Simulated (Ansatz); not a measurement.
C2H7BOS, SMILES `CCOBS`, charge 0, multiplicity 1.

Task: Give a relaxed structure at PBE0-D4/def2-TZVP (Ansatz 0.2.0). (Best estimate.)

Result: Ansatz gave: 
Z-matrix (Å, degrees):
```
C
C 1 1.509
H 1 1.091 2 110.6
H 1 1.092 2 110.8 3 120.2
H 1 1.093 2 110.1 3 -119.9
O 2 1.420 1 110.3 3 -56.9
H 2 1.093 1 110.7 3 61.3
H 2 1.095 1 111.0 3 -178.7
B 6 1.343 2 121.8 1 -112.1
S 9 1.808 6 117.3 2 178.7
H 9 1.199 6 121.9 2 -1.3
H 10 1.341 9 95.3 6 179.8
```
This is one stationary point; other conformers may exist.
